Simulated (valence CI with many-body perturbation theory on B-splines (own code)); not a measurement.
**Hyperfine factors and g values of Ru10+**

Calculated by relativistic CI+MBPT: six valence electrons over a frozen Dirac-Fock core [Ar] 3d10, radial functions for each j: 9 s, 9 p, 8 d, 6 f, 3 g, 1 h, with the one-electron correlation potential Σ1, the two-electron term Σ2, the three-electron term Σ3, Breit, model QED; selected CI, second order for the rest, scaled by the run's own slope (own B-spline code, finite nucleus).

No measured levels were compared; by estimate levels hold to about 250 cm⁻¹ or 0.2 % of their energy and the worst to 1 %, as in measured heavy ions of charge 2 to 7; those with d or f electrons hold less well. Among the levels kept, up to 1500 cm⁻¹ of a level comes from second order outside the variational space, and about a tenth of that is noise between levels of different J, which matters for small intervals.

A/g_I is the dipole constant over the nuclear g factor μ/I (μ in nuclear magnetons, uniformly magnetised nucleus), B/Q the quadrupole constant per barn. Both hold the static response of the core; the bare values leave it out. Large factors of s and p1/2 electrons are usually good to 5 to 10 %; those of open d and f shells near neutrality can be off by tens of per cent, and small factors of p3/2, d and f electrons come from cancelling terms and can be off by a factor of two or in sign, in half-filled shells by more. B is blank for J = 1/2, where it vanishes, and for nearly pure S terms. Energies count from the lowest level. Levels with J = 0 are left out.

Names give the largest LS component (configuration and term), which can be under half, so a name can repeat, a term be missing and a line seem to break the LS rules; names also repeat where a configuration has a term twice. Letters in brackets count levels of one name in rising energy.

| Level | E (cm⁻¹) | g | A/g_I (MHz) | A/g_I bare | B/Q (MHz/b) | B/Q bare |
| --- | --- | --- | --- | --- | --- | --- |
| 4s²4p⁴ ³P_2 | 0 | 1.428 | 4570 | 4180 | 5250 | 4860 |
| 4s²4p⁴ ³P_1 | 29668 | 1.501 | -857 | -932 | -4310 | -3990 |
| 4s²4p⁴ ¹D_2 | 46281 | 1.072 | 10300 | 9650 | -13900 | -12900 |
| 4s4p⁵ ³P°_2 | 275280 | 1.500 | 24700 | 23200 | -8030 | -7440 |
| 4s4p⁵ ³P°_1 | 292680 | 1.461 | 11600 | 10900 | 3540 | 3280 |
| 4s4p⁵ ¹P°_1 | 350410 | 1.038 | 26600 | 25000 | -6740 | -6220 |
| 4s²4p³4d ⁵D°_2 | 383450 | 1.360 | 1880 | 1690 | -321 | -287 |
| 4s²4p³4d ⁵D°_3 | 383710 | 1.422 | 1530 | 1360 | 1050 | 944 |
| 4s²4p³4d ⁵D°_1 | 384600 | 1.475 | 693 | 574 | -840 | -744 |
| 4s²4p³4d ⁵D°_4 | 387400 | 1.456 | 784 | 657 | 1260 | 1070 |
| 4s²4p³4d ³D°_2 [a] | 397860 | 1.087 | 1370 | 1300 | -1260 | -1190 |
| 4s²4p³4d ³D°_3 [a] | 411060 | 1.275 | 257 | 220 | 3980 | 3650 |
| 4s²4p³4d ³D°_1 [a] | 413260 | 0.555 | 7770 | 7430 | -746 | -699 |
| 4s²4p³4d ³F°_2 [a] | 415630 | 0.899 | 7610 | 7170 | -8520 | -7880 |
| 4s²4p³4d ³F°_3 [a] | 420140 | 1.140 | 6450 | 6050 | -6780 | -6270 |
| 4s²4p³4d ³F°_4 [a] | 426690 | 1.188 | 4940 | 4640 | -4530 | -4230 |
| 4s²4p³4d ³G°_3 | 427880 | 0.882 | 2310 | 2210 | 6170 | 5630 |
| 4s²4p³4d ³F°_4 [b] | 434000 | 1.184 | 1720 | 1630 | 9650 | 8870 |
| 4s²4p³4d ³G°_5 | 441290 | 1.200 | 4910 | 4600 | 1550 | 1350 |
| 4s²4p³4d ¹G°_4 | 441390 | 1.024 | 6060 | 5680 | -301 | -361 |
| 4s²4p³4d ³D°_1 [b] | 447280 | 0.559 | 670 | 765 | -1220 | -1140 |
| 4s²4p³4d ¹D°_2 | 452290 | 0.981 | 6450 | 6090 | 4830 | 4450 |
| 4s²4p³4d ³P°_1 | 459120 | 1.438 | 841 | 803 | -631 | -575 |
| 4s²4p³4d ³D°_2 [b] | 466120 | 1.171 | -1660 | -1520 | 4530 | 4150 |
| 4s²4p³4d ³F°_3 [b] | 469960 | 1.064 | 4650 | 4390 | 2440 | 2190 |
| 4s²4p³4d ³F°_2 [b] | 471050 | 0.881 | 4860 | 4620 | 4400 | 4040 |
| 4s²4p³4d ³D°_3 [b] | 478090 | 1.204 | 4460 | 4170 | -447 | -457 |
| 4s²4p³4d ³F°_4 [c] | 482130 | 1.196 | 2660 | 2500 | 333 | 226 |
| 4s²4p³4d ³P°_2 [a] | 483760 | 1.320 | 1980 | 1850 | 5720 | 5270 |
| 4s²4p³4d ¹P°_1 | 491450 | 1.225 | 2070 | 1820 | -2660 | -2450 |
| 4s²4p³4d ³P°_2 [b] | 496170 | 1.443 | 4230 | 3940 | -348 | -306 |
| 4s²4p³4d ³S°_1 | 497920 | 1.761 | 6440 | 5980 | -166 | -148 |
| 4s²4p³4d ³D°_3 [c] | 505270 | 1.210 | 1980 | 1860 | 6310 | 5800 |

Task: Take the isotope of mass number 99, with I = 5/2, μ = -0.641 μN and Q = 0.079 b. What is the hyperfine structure of 4s²4p⁴ ³P_2?

Result: From the table A = -1170 MHz, B = 414 MHz. Shifts from the centre of gravity in MHz: F = 1/2: 8480, F = 3/2: 6540, F = 5/2: 3410, F = 7/2: -761, F = 9/2: -5750.
